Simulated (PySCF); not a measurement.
Electronic structure of Be (beryllium, neutral) at the UHF level

Configuration: [He] 2s2, closed-shell 1S. All numbers are calculated (PySCF 2.14, the spin-free X2C one-electron Hamiltonian (Gaussian nucleus), in aug-cc-pCVTZ-DK with one added diffuse shell each of s, p, d, f type (8s7p5d3f, 75 functions)).

```json
{
  "Total energy": "-14.575388 hartree",
  "One-electron energy": "-19.0658 hartree",
  "Hartree (Coulomb) energy": "7.1582 hartree",
  "Exchange energy": "-2.6678 hartree",
  "⟨S²⟩": "0.0000",
  "⟨L²⟩": "0.000",
  "Sum of ⟨r⟩": "6.128 bohr",
  "Sum of ⟨r²⟩": "17.32 bohr²",
  "Langevin diamagnetic susceptibility": "-13.7 ×10⁻⁶ cm³/mol"
}
```

| shell | electrons | mean orbital energy (eV) | rms radius, mean of both spins (bohr) |
| --- | --- | --- | --- |
| 1s | 2 | -128.80 | 0.483 |
| 2s | 2 | -8.417 | 2.90 |
